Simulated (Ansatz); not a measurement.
The same path of a periodic cell of 17 atoms, HC$_{16}$ (host C, host structure diamond, interstitial H), cell charge +1 was run twice with different band settings. Lost on the way: C1–H17, C6–H17. Made: C3–H17, C4–H17.

These are results of DFT PBEsol, scalar-relativistic, plane waves, PAW in Ansatz 0.2.0, not measurements. Settings: PAW set soft_1, cutoff 420 eV, k mesh 3x3x3, gaussian smearing 0.02 eV, no spin polarisation.

Relaxed end points:

```xyz
17
Lattice="0.0000 3.5700 3.5700 3.5700 0.0000 3.5700 3.5700 3.5700 0.0000" Properties=species:S:1:pos:R:3
C 0.059 -0.072 0.059
C 0.893 0.902 0.853
C 1.792 1.779 -0.036
C 2.675 2.656 0.883
C 1.744 -0.011 1.728
C 2.622 0.955 2.602
C 3.576 1.779 1.761
C 4.457 2.671 2.656
C 0.001 1.759 1.763
C 0.936 2.624 2.663
C 1.793 3.551 1.776
C 2.682 4.444 2.658
C 1.788 1.749 3.577
C 2.680 2.659 4.433
C 3.569 3.554 3.550
C 4.459 4.430 4.453
H 3.120 3.436 6.114
```

```xyz
17
Lattice="0.0000 3.5700 3.5700 3.5700 0.0000 3.5700 3.5700 3.5700 0.0000" Properties=species:S:1:pos:R:3
C 0.042 0.053 -0.014
C 0.894 0.929 0.899
C 1.732 1.724 -0.071
C 2.733 2.747 0.950
C 1.786 0.019 1.755
C 2.678 0.920 2.656
C 3.570 1.776 1.747
C 4.421 2.690 2.621
C -0.004 1.818 1.776
C 0.900 2.697 2.669
C 1.782 3.591 1.777
C 2.683 4.470 2.654
C 1.788 1.803 3.551
C 2.676 2.694 4.442
C 3.564 3.577 3.549
C 4.469 4.469 4.427
H 2.222 2.822 7.000
```

Common settings: climbing image yes; spring 5.0 eV/Å²; force threshold 0.05 eV/Å; end points relaxed.

| run | movable images | optimiser | start path | iteration limit | largest step |
| --- | --- | --- | --- | --- | --- |
| 1 | 7 | lbfgs | straight line | 27 | default |
| 2 | 3 | fire | default | 50 | 0.5 Å |

What does each run give, and how far can it be trusted?

Run 1: converged after 19 iterations, highest image 0.027 eV above the first end. The profile has 3 maxima (images 2, 5, 7) with wells between them (images 4, 6): this band takes more than one step, which may be the mechanism or a detour left from its start path. By the program's own check the climbing image is of a kind that is not told: the force calls were inconclusive, a negative curvature could not be distinguished from the path's own, the only one lies far off the path, or fixed occupations may fill a level only in part (lowest curvatures found: -2.10 and 0.84 eV/Å²).
Run 2: converged after 48 iterations, highest image 0.027 eV above the first end. The order of the stationary point at the top wasn't checked.
Limits of this set-up: PAW files made for another functional, a small cell, in which the defect meets its images, charged cell in a uniform background, uncorrected.
